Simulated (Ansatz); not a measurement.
Ansatz (a quantum-chemistry and plane-wave program) input:

Ansatz 0.2 input:
```yaml
crystal:
  periodic: [false, false, false]
  atoms:
    - {symbol: Co, position_ang: [-0.00000000, -0.00000000, -0.87560456]}
    - {symbol: F, position_ang: [-0.00000000, -0.00000000, -2.63024407]}
    - {symbol: Br, position_ang: [0.00000000, 0.00000000, 1.35181485]}
basis:
  gaussian:
    orbitals: def2-SVPD
magnetization: {spin_polarized: true, initial_magnetization: 3}
correlation: {method: ccsd_t, electrons: outside_noble_gas}
output: {forces: true}
```

Task: What final total energy does it print?

Result: -4053.32399 Eh (CCSD(T)/def2-SVPD). The basis has 98 functions.

The spin state was set by rule; other spins were not relaxed.
